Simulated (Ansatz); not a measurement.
The cluster GeF2⁺. Charge 1, multiplicity 2. Geometry PBE-D4/def2-TZVP, basis def2-TZVP, Ansatz.

```tsv
atom	x (Å)	y (Å)	z (Å)
Ge1	0.731	-0.762	-0.052
F2	-0.186	0.487	1.014
F3	-0.545	0.275	-0.962
```

```json
{"run": "A", "HOMO (eV)": "-16.10", "LUMO (eV)": "-15.28"}
{"run": "B", "HOMO (eV)": "-19.76", "LUMO (eV)": "-11.50"}
{"run": "C", "HOMO (eV)": "-17.45", "LUMO (eV)": "-13.74"}
{"run": "D", "HOMO (eV)": "-16.47", "LUMO (eV)": "-14.98"}
```

Another isomer (doublet) lies 1.53 eV lower at PBE0-D4/def2-TZVP; other spin states weren't run for this one.

HOMO and LUMO are taken over both spins.

Problem. The runs used PBE, PBE0, r2SCAN, ωB97X-V. Estimate which is which.

Solution. A PBE (0 % exact exchange); B ωB97X-V (range-separated); C PBE0 (25 % exact exchange); D r2SCAN (0 % exact exchange). Exact exchange lowers occupied and raises empty levels; among semilocal functionals meta-GGAs tend to open the gap a little, and such runs are hard to tell apart. The gap grows from 0.83 eV (PBE) to 8.25 eV (ωB97X-V).
